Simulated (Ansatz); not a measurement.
## Cost against result

Saddle point of BNH$_{4}$Cl$_{2}$, closed shell (BHCl₂ ([Cl][BH][Cl]) + NH₃ → BNH₂Cl₂ ([NH2][B]([Cl])[Cl]) + H₂; bonds formed: H2–H5; dative contacts that become bonds: B1–N6; bonds broken: B1–H2, H5–N6), PBE0-D4/def2-TZVP structure:

| atom | x (Å) | y (Å) | z (Å) |
| --- | --- | --- | --- |
| B1 | -0.0049 | -0.1941 | -0.5553 |
| H2 | 0.8488 | 0.8464 | -0.8700 |
| Cl3 | 0.9533 | -1.6698 | -0.9208 |
| Cl4 | -1.4763 | 0.1386 | -1.5317 |
| H5 | 0.6316 | 0.8822 | 0.0996 |
| N6 | -0.1575 | 0.1076 | 0.9449 |
| H7 | -1.0604 | 0.4380 | 1.2498 |
| H8 | 0.2655 | -0.5488 | 1.5832 |

Barriers are electronic and count from the start structure reached by relaxing down the imaginary mode.

Computed with Ansatz 0.2.0 (basis: as named in each row); correlated methods freeze the cores. B3LYP uses VWN-RPA correlation. Extrapolation: Hartree–Fock as exp(−7.88 √X), correlation as X^−2.97.

Times are rough, for one single point on 4 threads of a shared host (Arm Neoverse V2).

The estimate by CCSD(T) at an estimated basis limit (MP2 extrapolated from triple and quadruple zeta, plus CCSD(T) − MP2 in triple zeta) is 201.2 kJ/mol.

```json
{"method": "HF", "basis": "STO-3G", "time (s)": "under 1", "barrier (kJ/mol)": "392.1", "method less estimate": "190.9"}
{"method": "PBE-D4", "basis": "STO-3G", "time (s)": "under 1", "barrier (kJ/mol)": "273.6", "method less estimate": "72.3"}
{"method": "SPW92", "basis": "def2-SVP", "time (s)": "under 1", "barrier (kJ/mol)": "144.9", "method less estimate": "-56.3"}
{"method": "B3LYP-D4", "basis": "6-31G", "time (s)": "under 1", "barrier (kJ/mol)": "227.7", "method less estimate": "26.5"}
{"method": "PBE-D4", "basis": "def2-SVP", "time (s)": "under 1", "barrier (kJ/mol)": "160.4", "method less estimate": "-40.9"}
{"method": "PBE0-D4", "basis": "def2-SVP", "time (s)": "under 1", "barrier (kJ/mol)": "178.4", "method less estimate": "-22.8"}
{"method": "SPW92", "basis": "def2-TZVPP", "time (s)": "under 1", "barrier (kJ/mol)": "155.1", "method less estimate": "-46.1"}
{"method": "PBE-D4", "basis": "def2-TZVPP", "time (s)": "1", "barrier (kJ/mol)": "168.6", "method less estimate": "-32.6"}
{"method": "BLYP-D4", "basis": "def2-TZVPP", "time (s)": "1", "barrier (kJ/mol)": "179.9", "method less estimate": "-21.3"}
{"method": "CCSD(T)", "basis": "def2-SVP", "time (s)": "1", "barrier (kJ/mol)": "201.0", "method less estimate": "-0.3"}
{"method": "B3LYP-D4", "basis": "def2-TZVPP", "time (s)": "1", "barrier (kJ/mol)": "191.3", "method less estimate": "-10.0"}
{"method": "BHLYP-D4", "basis": "def2-TZVPP", "time (s)": "2", "barrier (kJ/mol)": "210.1", "method less estimate": "8.8"}
{"method": "PBE0-D4", "basis": "def2-TZVPP", "time (s)": "2", "barrier (kJ/mol)": "184.3", "method less estimate": "-16.9"}
{"method": "CAM-B3LYP-D4", "basis": "def2-TZVPP", "time (s)": "2", "barrier (kJ/mol)": "195.3", "method less estimate": "-5.9"}
{"method": "wB97M-V", "basis": "def2-SVP", "time (s)": "2", "barrier (kJ/mol)": "184.1", "method less estimate": "-17.1"}
{"method": "r2SCAN-D4", "basis": "def2-TZVPP", "time (s)": "3", "barrier (kJ/mol)": "180.2", "method less estimate": "-21.1"}
{"method": "B2PLYP", "basis": "def2-TZVPP", "time (s)": "3", "barrier (kJ/mol)": "196.2", "method less estimate": "-5.1"}
{"method": "RPA on PBE", "basis": "def2-TZVPP", "time (s)": "3", "barrier (kJ/mol)": "199.9", "method less estimate": "-1.4"}
{"method": "r2SCAN0-D4", "basis": "def2-TZVPP", "time (s)": "3", "barrier (kJ/mol)": "191.2", "method less estimate": "-10.0"}
{"method": "PBE-QIDH", "basis": "def2-TZVPP", "time (s)": "3", "barrier (kJ/mol)": "196.7", "method less estimate": "-4.5"}
{"method": "wB97X-V", "basis": "def2-TZVPP", "time (s)": "4", "barrier (kJ/mol)": "196.2", "method less estimate": "-5.1"}
{"method": "B97M-V", "basis": "def2-TZVPP", "time (s)": "5", "barrier (kJ/mol)": "186.7", "method less estimate": "-14.5"}
{"method": "wB97M-V", "basis": "def2-TZVPP", "time (s)": "5", "barrier (kJ/mol)": "193.7", "method less estimate": "-7.5"}
{"method": "MP2", "basis": "def2-QZVPP", "time (s)": "10", "barrier (kJ/mol)": "197.0", "method less estimate": "-4.2"}
{"method": "CCSD(T)", "basis": "def2-TZVPP", "time (s)": "38", "barrier (kJ/mol)": "201.5", "method less estimate": "0.3"}
```

All methods are single points on the PBE0-D4 structures.

The T1 diagnostic stays at or below 0.011.

The step is the kind of exchange with an N–H group that builds nitride films in atomic layer and chemical vapour deposition.

Labels in which every atom is bracketed show which atoms are joined, not bond orders.
